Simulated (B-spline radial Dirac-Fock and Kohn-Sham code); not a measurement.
## Anomalous scattering factors of V, 545.6 eV to 2 keV

The computed values come from a B-spline atomic structure program: the dispersion relation over Dirac-Hartree-Slater subshell photoionisation cross sections, with the Kissel-Pratt high-energy constant (isolated atom, no bound-bound lines or fine structure). The forward scattering factor is f₀ + f′ + i f″.

The run's input, task.json:

```json
{"items": [{
  "Z": 23,
  "q": 0,
  "cfg": [[1, 0, 2], [2, 0, 2], [2, 1, 6], [3, 0, 2], [3, 1, 6], [3, 2, 3], [4, 0, 2]],
  "A": 51,
  "rrms": 3.6002,
  "do": "dispersion",
  "hv": [545.6, 643.5, 663.8, 712.2, 879.1, 900.7, 1000.0, 1205.0, 1253.6, 1393.0, 1486.9, 1846.0, 2000.0, 2314.0, 2984.4, 4000.0, 4296.0, 4335.0, 4510.9, 5414.7, 5484.0, 6000.0, 6403.9, 6914.0, 6930.3, 8047.8, 9251.7, 11470.0, 12000.0, 14430.0, 15000.0, 15610.0, 15740.0, 17479.3, 21300.0, 22162.9, 23880.0, 24209.8, 24220.0, 26300.0, 30000.0, 38730.0, 40000.0, 42620.0],
  "edges": {"K": 5465.0, "L1": 626.7, "L2": 519.8, "L3": 512.1, "M1": 66.3}
}]}
```

Command: `python xray2_run.py task.json out`

Edges near this range: L1 626.7 eV, L2 519.8 eV, L3 512.1 eV.

```csv
hν (eV),λ (Å),f′ (e),f″ (e),tabulated f′,tabulated f″
545.6,22.72,-14.477,14.365,–,14.97
643.5,19.27,-7.906,13.432,–,13.56
663.8,18.68,-6.798,12.994,–,13.09
712.2,17.41,-4.998,11.964,–,11.99
879.1,14.10,?,?,?,?
900.7,13.77,-1.904,8.834,–,8.76
1000,12.40,-1.204,7.640,-0.83,7.56
1205,10.29,-0.506,5.826,-0.20,5.64
1253.6,9.890,-0.421,5.492,-0.15,5.29
1393,8.901,-0.274,4.678,-0.07,4.48
1486.9,8.338,-0.228,4.228,-0.04,4.03
1846,6.716,-0.245,3.002,-0.10,2.87
2000,6.199,-0.295,2.638,-0.17,2.53
```

Task: What are f′ and f″ at 879.1 eV?

Result: f′ = -2.111 and f″ = 9.130 electrons (tables: – and 9.07). By the optical theorem f″ corresponds to a photoabsorption cross section 2 rₑ λ f″ = 726000 b.

Tabulated f′: xraylib 4.2 anomalous scattering factors (Cullen et al., EPDL97); f″: Chantler's tables (J. Phys. Chem. Ref. Data 1995 and 2000). Both are theoretical tables.
